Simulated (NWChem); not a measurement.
A series in which one site is exchanged, each optimised at PBE0/def2-SVP with NWChem, gas phase unless a solvent is named. This build's default masses of Se (78.918 u) and Br (79.917 u) are each other's, which moves their modes by up to 0.6 %. For some, no frequency run checked for a minimum. def2 effective core potentials on Te; no spin-orbit coupling.

A: F[Te][SiH3] (SiH₃TeF; site = Te)
B: F[Se][SiH3] (SiH₃SeF; site = Se)
C: [F][Mg][SiH3] (MgSiH$_{3}$F; site = Mg)
D: [F][Zn][SiH3] (ZnSiH3F; site = Zn)

```json
[
 {"quantity": "dipole (D), PBE0/def2-SVP", "A": "2.50", "B": "2.18", "C": "1.33", "D": "[?]"},
 {"quantity": "orbital gap (eV), PBE0/def2-SVP", "A": "4.04", "B": "4.94", "C": "6.43", "D": "[?]"},
 {"quantity": "vertical ionisation energy, ΔSCF, PBE0/def2-SVP (eV)", "A": "8.73", "B": "9.39", "C": "9.81", "D": "[?]"},
 {"quantity": "static polarisability, PBE0/def2-SVPD (bohr³)", "A": "71.6", "B": "58.3", "C": "60.0", "D": "[?]"},
 {"quantity": "lowest singlet excitation, PBE0/def2-SVPD, TDA (eV)", "A": "2.43", "B": "3.06", "C": "5.77", "D": "[?]"}
]
```

Question: Some entries are withheld; supply them.

Answer: 
- dipole (D), PBE0/def2-SVP, D: 2.09
- orbital gap (eV), PBE0/def2-SVP, D: 7.87
- vertical ionisation energy, ΔSCF, PBE0/def2-SVP (eV), D: 10.61
- static polarisability, PBE0/def2-SVPD (bohr³), D: 55.2
- lowest singlet excitation, PBE0/def2-SVPD, TDA (eV), D: 6.59
